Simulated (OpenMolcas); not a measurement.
Tl II: effect of the IPEA shift

| Quantity | Value |
| --- | --- |
| Program | OpenMolcas 26.06 |
| Basis | ANO-RCC-VTZP [8s7p5d3f2g] |
| Scalar Hamiltonian | DKH2, point nucleus |
| Active space | 2 electrons in 4 orbitals (6s 6p) |
| State averaging | 2S+1 = 3 even, 3 roots; 2S+1 = 1 even, 7 roots kept (CI in the orbitals of an earlier block); 2S+1 = 3 odd, 3 roots; 2S+1 = 1 odd, 3 roots kept (CI in the orbitals of an earlier block) |
| Spin-orbit coupling | state interaction with AMFI integrals over the reference wave functions, term energies averaged over their components |

Methods on the same reference wave functions:
A. CASSCF
B. MS-CASPT2, IPEA 0 Eh, imaginary shift 0.1 Eh (closed shells correlated: 5d)
C. MS-CASPT2, IPEA 0.25 Eh, imaginary shift 0.1 Eh (closed shells correlated: 5d)

Energies in eV above 6s² ¹S₀, the measured ground level; measured values from NIST Handbook of Basic Atomic Spectroscopic Data.

```csv
Level,A,B,C,Measured
6s² ¹S₀,0.0000,0.0000,0.0000,0.0000
6s 6p ³P°₀,5.3293,6.199,6.224,6.1312
6s 6p ³P°₁,5.6478,6.455,6.489,6.4960
6s 6p ³P°₂,6.5239,7.393,7.419,7.6533
6s 6p ¹P°₁,9.7073,8.839,8.997,9.3811
6p² ³P₀,14.0189,14.856,14.928,
6p² ³P₁,14.6623,15.598,15.664,
6p² ¹S₀,18.2910,18.231,18.349,
```

Deviations, from unrounded energies. A percentage is the sum of absolute deviations over the sum of measured energies, with the sign that they share, or ± where signs differ.

```
           Against measurement  Levels      A     B     C
mean absolute deviation (cm-1)       4   6300  1800  1400
      other configurations (%)       4  ±10.5  ±3.1  ±2.4
```

C lies closest to measurement on these levels and A furthest from it. The largest miss of C in the table is 6s 6p ¹P°₁, by -3100 cm-1. The ranking rests on the paired levels alone, and a cruder setting can come out closer through cancelling errors.

Between B and C the level of the table that moves most is 6s 6p ¹P°₁, by 1300 cm-1 (lowest in B, highest in C). Moves below CASPT2's spread within the term are not significant.

The lowest spin-free term lies below A's lowest term by 0.412 hartree in B, 0.409 hartree in C.

Over all roots computed the reference weight is 0.85 to 0.92 in B, 0.87 to 0.93 in C; the roots of lowest weight are the least certain, and an intruder state may touch them. Terms from blocks run as CI alone lack orbitals of their own. The ¹D term of p² mixes with s d, which this space lacks. Spin-orbit splittings of 6p shells tend to come out small when the coupling is added on scalar orbitals. Measured partners are found by configuration, term and J. A level has none where our copy of the source lacks it or the pairing is in doubt (some pairs that miss far off the trend of their configuration count as doubtful), and it then counts in no deviation. Only configurations of the active space appear. Levels that lie high or do not pair safely by name in every column are left out.

° marks odd parity.
